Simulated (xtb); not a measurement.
TaBr5, SMILES [Br][Ta]([Br])([Br])([Br])[Br], multiplicity 1. All values are semi-empirical tight-binding results from xtb (GFN2-xTB unless named), good for trends rather than for accurate numbers. Geometry: GFN2-xTB. The spin state was assumed, not searched. The isomer is the one that the SMILES or the coordinates give; other isomers of the formula were not compared.

For metal compounds this method's bond lengths and energies can be far off.

### Question
Estimate the properties. (An estimate is asked for; the answer gives what the named calculation found.)

### Answer

| Quantity | Result |
|---|---|
| point group as xtb finds it | D3h |
| orbital gap | 2.10 eV |
| zero-point energy | 2.3 kcal/mol |
| G − E(el) at 298.15 K (modified RRHO) | -23.3 kcal/mol |
